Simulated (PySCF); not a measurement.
Species: ZnCl2 (singlet state).
SMILES: `[Cl][Zn][Cl]`

The closed-shell ground state was solved at several levels (PySCF, density fitting, gas phase, non-relativistic). Isolated species at its PBE0-D3(BJ)/def2-SVP geometry, gas phase.

```csv
level,basis functions,HOMO (eV),LUMO (eV),gap (eV),dipole (D)
B3LYP/pcSseg-1 (pcSseg-2 on Zn),121,-8.82,-2.02,6.80,0.06
PBE/pcSseg-1 (pcSseg-2 on Zn),121,-7.70,-2.62,5.08,0.05
PBE0/pcSseg-1 (pcSseg-2 on Zn),121,-9.14,-1.71,7.43,0.06
```

Question: Estimate the row for B3LYP/def2-SVPD, a basis of 88 functions; the other rows only guide the guess.

Answer: HOMO -8.97 eV, LUMO -2.24 eV, gap 6.73 eV, dipole 0.06 D.

Question: Over all these levels, which gives the widest orbital gap and which the narrowest?

Answer: PBE0/pcSseg-1 (pcSseg-2 on Zn) (global hybrid, 25 % exact exchange) has the widest, 7.43 eV, and PBE/pcSseg-1 (pcSseg-2 on Zn) (GGA) the narrowest, 5.08 eV. The two share the basis. From the narrowest to the widest the HOMO moves by -1.44 eV and the LUMO by +0.91 eV.

Question: In the pcSseg-1 (pcSseg-2 on Zn) basis, how does the gap go with the fixed share of exact exchange?

Answer: PBE (0 %) 5.08 eV; B3LYP (20 %) 6.80 eV; PBE0 (25 %) 7.43 eV. Each rise in the share widens the gap here.

Question: How far do the dipole and the HOMO energy spread over the levels?

Answer: The dipole runs from 0.05 to 0.06 D (mean 0.06 D) and the HOMO from -9.14 to -7.70 eV.
